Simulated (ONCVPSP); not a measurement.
nitrogen (N): one change to an ONCV potential, before and after

nitrogen (N), optimised norm-conserving Vanderbilt (ONCV), made with ONCVPSP 4.0.1 (LDA (Perdew-Zunger), scalar-relativistic). Core [He], reference 2s2 2p2 (charge +1). Waves: 2s: rc 0.70 bohr, ncon 4, nbas 8, qcut 7.5 1/bohr, 2 projectors, debl 3.7 Ha; 2p: rc 1.25 bohr, ncon 4, nbas 9, qcut 9.7 1/bohr, 3 projectors, debl 2.2 Ha. Local part: polynomial inside 0.50 bohr (lpopt 4, dvloc0 0 Ha). Core correction: none.

Change: s: qcut 5; p: qcut 6.5.

Cutoffs: the cutoffs (Ha) at which the residual kinetic energy of the hardest occupied pseudo-wave falls to 1 and 0.1 mHa per electron; they do not see the model core or the augmentation charge, which bear on the density cutoff. Errors are all-electron minus pseudo energies relative to the spin-unpolarised reference configuration.

Q: Predict the effect on cutoff, ghosts and configuration errors.

A: The potential gets softer (95 Ha and 339 Ha → 72 Ha and 217 Ha); of the 4 tests that both files solve, the error grows in 4 and shrinks in 0 by more than 15 % and 0.3 meV (median size 39.6 → 70.2 meV); neither file shows a bound ghost.

```tsv
quantity	base	changed
cutoff, loose	95 Ha	72 Ha
cutoff, tight	339 Ha	217 Ha
loose cutoff by channel	s 95 Ha, p 34 Ha	s 70 Ha, p 72 Ha
bound ghosts	none	none
GHOST(+) flags under 300 eV	none	none
error for 2s2 2p3, meV [ΔE -13.73 eV]	+9.5	+18
error for 2s2 2p1, meV [ΔE 28.97 eV]	+41	+72
error for 2s2 2p0, meV [ΔE 76.13 eV]	+310	+503
error for 2s1 2p4, meV [ΔE -2.53 eV]	+39	+68
s: phases at 0.71 bohr within 0.05 rad from the reference energy up to (Ha; the scan ends near 5)	to the end of the scan	to the end of the scan
p: phases at 1.27 bohr within 0.05 rad from the reference energy up to (Ha; the scan ends near 5)	to the end of the scan	to the end of the scan
```
